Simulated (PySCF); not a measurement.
1,3-thiazol-4-ylsilane (C3H5NSSi), SMILES [SiH3]c1cscn1. Geometry: PBE-D3(BJ)/def2-SVP.

Method: PBE-D3(BJ)/def2-SVP (PySCF 2.14.0).

Harmonic wavenumbers (cm⁻¹): 105, 158, 176, 394, 474, 576, 619, 628, 700, 730, 771, 787, 864, 875, 903, 905, 916, 1074, 1174, 1284, 1425, 1463, 2166, 2177, 2177, 3151, 3189. Rotational constants (GHz): 6.804, 1.439, 1.205; symmetry number 1.

Task: Work out the zero-point energy and the ideal-gas rigid-rotor harmonic-oscillator thermochemistry at 298.15 K and 1 atm.

Result: ZPE = ½ Σ hcν = ½ × 29860 cm⁻¹ = 178.60 kJ/mol. H − E(el) = 198.27 kJ/mol. Entropy in J/(mol K): translation 167.95, rotation 115.90, vibration 55.45, total 339.30. G − E(el) = 97.11 kJ/mol. Cp = 108.41 J/(mol K). Modes under 150 cm⁻¹ make the vibrational entropy uncertain.
